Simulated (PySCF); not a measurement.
# Diatomic cations of F with the chalcogens

CCSD(T) with double-zeta basis sets in PySCF, for the lowest determinant that a PBE0 search found; no spin–orbit coupling. De refers to high-spin ground-configuration atoms (the charge goes to the atom of lower measured ionisation energy or higher electron affinity, which is not always the lowest computed limit).

| M | basis | reference, frozen orbitals | charged atom | state (unpaired electrons) | Re (Å) | ωe (cm⁻¹) | De (eV) |
| --- | --- | --- | --- | --- | --- | --- | --- |
| O | def2-SVP | UHF, 2 | O+ | triplet (π ↑↑) | 1.237 | 1293 | 2.39 |
| S | jorge-DZP-DKH | UHF, 6 | S+ | triplet (π ↑↑) | 1.567 | 929 | 2.56 |
| Se | cc-pVDZ-PP/cc-pVDZ | UHF, 5 | Se+ | triplet (π ↑↑) | 1.712 | 764 | 2.32 |

The shortest bond is that of OF⁺ (1.237 Å), the longest that of SeF⁺ (1.712 Å).

The rows differ in basis set, which adds steps of its own.

Relativity is treated differently too: O no relativity; S spin-free X2C; Se scalar-relativistic core potentials.

Down a group bonds as a rule get longer and wavenumbers fall, partly through the reduced mass; this series shows no clear exception.

Correlated steps freeze the inner cores (2 to 6 orbitals); shallow outer-core shells are correlated. Correlated levels converge slowly with the basis: in double zeta they bind strong bonds too weakly, by up to about 1 eV, and carry superposition errors of some tenths. Spin–orbit coupling is left out. For an ion De counts to the pair picked by the measured ionisation energies or electron affinities, which need not be the lowest pair at this level. The CCSD T1 diagnostic is raised in OF⁺, a sign that a single reference may not be enough there. States were picked by a PBE0 search and need not be the measured ground states.
